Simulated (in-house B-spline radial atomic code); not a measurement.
**Neutral calcium: [Ne] 3s1 3p6 3d1 4s2 (an excited or competing configuration)**

Level of theory: non-relativistic B3LYP, spin-polarised, spherical fractional occupations, exact exchange averaged over the configuration, point nucleus; calculated with a B-spline radial code for spherical atoms.

Effective charges: Z_r = [3n² - l(l+1)]/(2<r>) from the radius, Z_e = n√(-2ε) from the energy, and Slater's rules. Values are occupation-weighted means over spin.

```tsv
shell	electrons	ε (eV)	<r> (bohr)	Z_r	Z_e	Slater
1s	2	-3961.8	0.07736	19.39	17.06	19.70
2s	2	-424.46	0.3662	16.39	11.17	15.85
2p	6	-346.63	0.328	15.25	10.09	15.85
3s	1	-53.304	1.146	11.78	5.94	9.10
3p	6	-31.891	1.254	9.97	4.59	9.10
3d	1	-5.4208	1.802	5.83	1.89	3.00
4s	2	-4.3996	3.906	6.14	2.27	2.85
```

The least bound orbital is 4s down at -4.244 eV, and it is also the most diffuse (<r> = 3.971 bohr). The part-filled 3s shell lies below the filled 4s shell in orbital energy.
